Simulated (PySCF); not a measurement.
# What a mistake does to a calculation on AlBHO

Calculated results; nothing here was measured. They come from PySCF 2.14.0, an open-source quantum chemistry program, on an isolated molecule that a program drew, which may never have been made. The molecule is AlBHO (charge 0, doublet), drawn as the SMILES string `O=[B][AlH]`.

Each row is a Hartree-Fock (HF) and frozen-core CCSD(T) single point in the cc-pV(D+d)Z basis, meant for a local HF minimum. Run 1 is clean. Each other run has one planted mistake out of seven kinds, and not every kind appears here: one electron removed, one electron added, multiplicity raised by two, geometry at a saddle point, minimal basis STO-3G, one bond length entered in bohr, all coordinates scaled. The reference is restricted for singlets and unrestricted otherwise, and also for a bond in bohr. Adding or removing an electron swaps singlet and doublet. Electrons count all cores. HOMO and LUMO are orbital energies over both spins, the gradient is its largest component, and the lowest frequency (negative if imaginary) is given only where the gradient is small. Bond lengths are over the 3 bonds as drawn. T1 is the CCSD diagnostic: over 0.02 (restricted) or 0.045 (unrestricted) a single reference is doubtful.

Geometry of the clean run:
```xyz
4
AlBHO, angstrom
O    -2.6067    0.2466    0.4586
B    -1.5105    0.6500    0.2364
Al    0.4933    1.3553   -0.0796
H     0.8377    1.9498   -1.5046
```

| run | electrons | basis functions | <S^2> | HOMO (eV) | LUMO (eV) | gradient (hartree/bohr) | lowest frequency (cm^-1) | mean bond (Å) | longest bond (Å) | T1 | HF (hartree) | CCSD(T) (hartree) | mistake |
|---|---|---|---|---|---|---|---|---|---|---|---|---|---|
| 1 | 27 | 56 | 0.755 | -8.94 | -0.28 | 3.1e-05 | 279 | 1.6396 | 2.148 | 0.0223 | -342.06708 | -342.39876 | no fault |
| 2 | 27 | 20 | 0.758 | -5.15 | 6.78 | 3.0e-02 | - | 1.6396 | 2.148 | 0.0229 | -337.78962 | -337.94805 | minimal basis STO-3G |
| 3 | 28 | 56 | 0.000 | -0.93 | 5.45 | 3.3e-02 | - | 1.6396 | 2.148 | 0.0210 | -342.07604 | -342.43645 | one electron added |
| 4 | 27 | 56 | 2.425 | -8.54 | 0.28 | 1.7e-02 | - | 1.9922 | 2.247 | 0.0662 | -341.82858 | -342.10126 | ? |
| 5 | 27 | 56 | 0.756 | -9.06 | -0.35 | 5.8e-02 | - | 1.6888 | 2.212 | 0.0240 | -342.06359 | -342.39916 | ? |

**Which mistake was planted in run 4, and what did it cost?**

The mean bond changes by a factor of 1.215 and the longest by 1.046, so the molecule wasn't scaled as a whole. A length L in bohr read as angstrom grows by (1/0.5292 - 1) L = 0.890 L. The 3 bonds together grew by 3 x 0.3526 = 1.058 Å, which gives L = 1.189 Å. That is bond O1-B2, 1.189 Å in the clean geometry. So the mistake is: one bond length entered in bohr. Subtracting run 1 and multiplying by 627.51 kcal/mol a hartree, the energy moved by 149.7 kcal/mol in HF and 186.7 kcal/mol in CCSD(T).

**Which mistake was planted in run 5, and what did it cost?**

The mean and the longest bond both change by the same factor, 1.030, and the gradient is no longer small. So the mistake is: all coordinates scaled. Subtracting run 1 and multiplying by 627.51 kcal/mol a hartree, the energy moved by 2.2 kcal/mol in HF and -0.3 kcal/mol in CCSD(T).

Cautions from the logs. Run 3: T1 is over the limit, so its CCSD(T) energy is less reliable; run 4: T1 is over the limit, so its CCSD(T) energy is less reliable.
